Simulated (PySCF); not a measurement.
Isomers of C5H7O2P.

All values: PBE0/pcSseg-1 (PySCF) at PBE0-D3(BJ)/def2-SVP geometries, gas phase, one conformer each.

Question: Rank by the lowest IAO charge on any atom, highest value first.
A. `[CH3:1][O:2][c:3]1[cH:4][p:5][c:6]([CH3:7])[o:8]1` with C1–O2–C3–C4 178°
B. `[CH3:1][O:2][c:3]1[o:4][cH:5][p:6][c:7]1[CH3:8]` with C1–O2–C3–O4 -8°
C. `[CH:1]#[C:2][P@@:3]([CH3:4])(=[O:5])[C:6]([CH3:7])=[O:8]` with C2–P3–C6–C7 -95°
D. `[OH:1][CH2:2][PH:3][c:4]1[cH:5][cH:6][cH:7][o:8]1` with H–O1–C2–P3 -53°, O1–C2–P3–C4 47°, C2–P3–C4–C5 -79°

Answer: B (-0.411 e), A (-0.489 e), D (-0.530 e), C (-0.895 e).

All values together:

```tsv
SMILES	μ (D)	HOMO (eV)	LUMO (eV)	lowest IAO charge (e)	highest IAO charge (e)	lowest Hirshfeld charge (e)	highest Hirshfeld charge (e)
COc1ocpc1C	2.45	-6.09	-0.68	-0.411 (C)	+0.361 (C)	-0.122 (C)	+0.132 (C)
COc1cpc(C)o1	2.85	-5.97	-0.58	-0.489 (C)	+0.375 (C)	-0.182 (C)	+0.135 (C)
OCPc1ccco1	1.62	-6.69	-0.47	-0.530 (O)	+0.347 (H)	-0.229 (O)	+0.136 (H)
C#C[P@@](C)(=O)C(C)=O	2.32	-7.19	-1.74	-0.895 (O)	+1.470 (P)	-0.394 (O)	+0.429 (P)
```

Conformers: `[CH3:1][O:2][c:3]1[o:4][cH:5][p:6][c:7]1[CH3:8]` with C1–O2–C3–O4 -8°; `[CH3:1][O:2][c:3]1[cH:4][p:5][c:6]([CH3:7])[o:8]1` with C1–O2–C3–C4 178°; `[OH:1][CH2:2][PH:3][c:4]1[cH:5][cH:6][cH:7][o:8]1` with H–O1–C2–P3 -53°, O1–C2–P3–C4 47°, C2–P3–C4–C5 -79°; `[CH:1]#[C:2][P@@:3]([CH3:4])(=[O:5])[C:6]([CH3:7])=[O:8]` with C2–P3–C6–C7 -95°.
